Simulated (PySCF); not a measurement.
Stationary points of TiCl₃⁺

Computed with PBE0/[Ti def2-TZVP, Cl def2-TZVP], no relativity, density fitting, PySCF.

Relaxations began from a few typed shapes. The search is not exhaustive: other isomers or separated fragments can lie lower, and high-lying points may rest on an excited occupation.

**Question.** Which is the lowest minimum found?
A. singlet D3h: Ti–Cl 2.109 Å (×3); Cl–Ti–Cl 120.0° (×3)
B. singlet C3v: Ti–Cl 2.103 Å (×3); Cl–Ti–Cl 111.8° (×3)

**Answer.** B. The others lie at 7.9 (singlet D3h, a saddle point) kJ/mol above it.

Formally Ti is in oxidation state +4, d0. A d0 centre has no lone pair, yet it is C3v rather than trigonal planar: covalent bonding through the d orbitals favours lower symmetry. The polar-tensor charge on Ti, 2.01, is far below the formal one.
